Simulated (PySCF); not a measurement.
## Radial density of Sr²¹⁺ (strontium, charge +21)

UHF, [Ne] 3s2 3p5, 2P determinant. Calculation: PySCF 2.14, in an uncontracted even-tempered set (17 s from 2.1 bohr⁻², ratio 2.5; 11 p from 2.7 bohr⁻², ratio 2.5; 5 d from 14 bohr⁻², ratio 2.7; 4 f from 21 bohr⁻², ratio 2.7); the non-relativistic Hamiltonian (point nucleus).

```json
{"r (bohr)": "0.000580", "4πr²ρ (e/bohr)": "0.1543", "4πr²(ρα − ρβ)": "0.0000"}
{"r (bohr)": "0.000975", "4πr²ρ (e/bohr)": "0.4236", "4πr²(ρα − ρβ)": "0.0000"}
{"r (bohr)": "0.00164", "4πr²ρ (e/bohr)": "1.140", "4πr²(ρα − ρβ)": "0.0000"}
{"r (bohr)": "0.00276", "4πr²ρ (e/bohr)": "2.962", "4πr²(ρα − ρβ)": "0.0001"}
{"r (bohr)": "0.00464", "4πr²ρ (e/bohr)": "7.264", "4πr²(ρα − ρβ)": "0.0004"}
{"r (bohr)": "0.00780", "4πr²ρ (e/bohr)": "16.17", "4πr²(ρα − ρβ)": "0.0019"}
{"r (bohr)": "0.0131", "4πr²ρ (e/bohr)": "30.63", "4πr²(ρα − ρβ)": "0.0105"}
{"r (bohr)": "0.0221", "4πr²ρ (e/bohr)": "44.64", "4πr²(ρα − ρβ)": "0.0569"}
{"r (bohr)": "0.0371", "4πr²ρ (e/bohr)": "44.99", "4πr²(ρα − ρβ)": "0.2522"}
{"r (bohr)": "0.0625", "4πr²ρ (e/bohr)": "39.90", "4πr²(ρα − ρβ)": "0.7417"}
{"r (bohr)": "0.105", "4πr²ρ (e/bohr)": "54.12", "4πr²(ρα − ρβ)": "0.9265"}
{"r (bohr)": "0.177", "4πr²ρ (e/bohr)": "39.12", "4πr²(ρα − ρβ)": "0.0022"}
{"r (bohr)": "0.297", "4πr²ρ (e/bohr)": "18.55", "4πr²(ρα − ρβ)": "1.8476"}
{"r (bohr)": "0.500", "4πr²ρ (e/bohr)": "16.15", "4πr²(ρα − ρβ)": "2.2367"}
{"r (bohr)": "0.841", "4πr²ρ (e/bohr)": "0.9501", "4πr²(ρα − ρβ)": "0.1263"}
{"r (bohr)": "1.41", "4πr²ρ (e/bohr)": "0.002219", "4πr²(ρα − ρβ)": "0.0003"}
```

A non-relativistic calculation at this Z misses sizeable relativistic shifts. Spin-orbit coupling, absent here, splits the open shell strongly.
